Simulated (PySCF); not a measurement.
A side-by-side comparison of computed properties.

First species: C4H9O2PSi.
Cartesian coordinates in Å at the GFN2-xTB level; atoms count from 1:
```
atom  x, y, z in Å
C1    -1.8646   -0.9769   -0.6496
O2    -0.6184   -0.9184    0.0011
C3    -0.5405    0.0501    1.0310
C4    -0.5874    1.4855    0.5580
O5    -1.3996    2.3218    0.8546
C6     0.7733    1.6757   -0.0537
Si7    1.3782    0.2603    1.0983
P8     2.0321   -1.4982   -0.0915
H9    -1.7907   -1.7692   -1.3925
H10   -2.6635   -1.2121    0.0628
H11   -2.1031   -0.0282   -1.1430
H12   -1.2439   -0.1740    1.8390
H13    0.7843    1.3601   -1.0955
H14    1.1317    2.6995    0.0022
H15    1.8957    0.7718    2.3720
H16    1.5074   -2.4390    0.7796
H17    3.3022   -1.5967    0.4668
```

Second species: C4H9O2PSi.
SMILES: `CO[C@@H]1C(=O)C[Si@H]1P`

Levels: B3LYP/def2-SVPD for dipole moment, HOMO energy, LUMO energy, HOMO–LUMO gap, static isotropic polarisability and electronic spatial extent ⟨r²⟩ about the centre of nuclear charge; TDDFT B3LYP/def2-SVPD for lowest singlet excitation; TDA B3LYP/def2-SVPD for lowest triplet excitation (Tamm–Dancoff); GFN2-xTB for rotational constant A and rotational constant C. Geometries: GFN2-xTB. All species are isolated and taken at one optimised geometry, non-relativistic unless stated; the electronic structure was computed with PySCF and density fitting.

The conformers computed, where there is a choice (atom-mapped SMILES and torsion angles):
- `[CH3:1][O:2][C@@H:3]1[C:4](=[O:5])[CH2:6][Si@@H:7]1[PH2:8]`: C1–O2–C3–C4 -68°, H–P8–Si7–C6 -141°, H–P8–Si7–C6 126°
- `[CH3:1][O:2][C@@H:3]1[C:4](=[O:5])[CH2:6][Si@H:7]1[PH2:8]`: C1–O2–C3–C4 -74°, H–P8–Si7–C6 171°, H–P8–Si7–C6 -96°

(1) Which of the two has the higher ⟨r²⟩, and by how much?

(2) Which has the higher rotational constant C?

(3) Which of the two has the higher HOMO energy, and by how much?

(4) Which of the two has the higher dipole moment, and by how much?

(5) Which has the higher HOMO–LUMO gap?

(6) Which of the two has the higher static isotropic polarisability, and by how much?

(7) Which of the two has the higher rotational constant A, and by how much?

(8) Which has the higher LUMO energy?

## Answers

(1) The second: 1640 bohr² against 1381 bohr², a difference of 259 bohr².

(2) The first: 0.864 GHz against 0.692 GHz, a difference of 0.172 GHz.

(3) The second: -6.61 eV against -6.76 eV, a difference of 0.15 eV.

(4) The second: 2.91 D against 2.40 D, a difference of 0.51 D.

(5) The first: 5.36 eV against 5.30 eV, a difference of 0.06 eV.

(6) The second: 109.5 au against 108.3 au, a difference of 1.2 au.

(7) The second: 2.340 GHz against 2.104 GHz, a difference of 0.236 GHz.

(8) The second: -1.31 eV against -1.40 eV, a difference of 0.09 eV.

On the first: The principal polarisabilities are 89.3, 105.8 and 129.8 au; their mean is the isotropic value. In atomic units the dipole is 0.95 e·bohr (1 au = 2.5417 D).

On the second: S1 lies 1.46 eV below the HOMO–LUMO gap; its leading configuration is HOMO→LUMO, weight 0.94. In wavenumbers S1 is 31000 cm⁻¹ (1 eV = 8065.54 cm⁻¹).
